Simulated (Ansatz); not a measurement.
`C[SiH2][SiH2][AlH2]` + `OCO` → `C[SiH2]OCO` + `[AlH2][SiH3]`  (cleavage of the Si–Si bond)

Program: Ansatz. Geometries: PBE0-D4/def2-TZVP. ΔE: electronic, gas phase. CBS: MP2 limit from def2 TZ/QZ plus the TZ coupled-cluster correction, frozen cores. This one scheme is used for every species. DFT in def2-TZVPP. B3LYP here is the variant with VWN-RPA as its local correlation; programs differ in this. One conformer a species, not always the lowest.

```tsv
level	ΔE (kJ/mol)	difference from CCSD(T)/CBS
PBE-D4	-57.2	23.2
r2SCAN-D4	-75.7	4.7
PBE0-D4	-63.3	17.1
B3LYP-D4	-81.8	-1.4
ωB97X-V	-81.8	-1.4
ωB97M-V	-85.5	-5.1
B2PLYP	-87.1	-6.7
PBE	-58.9	21.5
r2SCAN	-76.2	4.2
PBE0	-65.1	15.3
B3LYP	-84.6	-4.2
HF/def2-TZVPP	-106.6	-26.2
MP2/def2-TZVPP	-86.3	-5.9
SCS-MP2/def2-TZVPP	-91.7	-11.3
CCSD/def2-TZVPP	-85.3	-4.9
CCSD(T)/def2-TZVPP	-81.6	-1.2
HF/def2-QZVPP	-108.2	-27.8
MP2/def2-QZVPP	-86.2	-5.8
SCS-MP2/def2-QZVPP	-91.4	-11.0
HF/CBS(def2)	-108.5	-28.1
MP2/CBS(def2)	-85.1	-4.7
CCSD/CBS(def2)	-84.1	-3.7
CCSD(T)/CBS	-80.4	0
```

Largest T1 diagnostic among the species: 0.012.

In def2-TZVPP, CCSD(T) changes the Hartree–Fock value by +24.9 kJ/mol (the triples alone add +3.7 kJ/mol) and MP2 by +20.2 kJ/mol. From PBE to PBE0 (25 % exact exchange), in def2-TZVPP and without D4, ΔE moves by −6.2 kJ/mol.
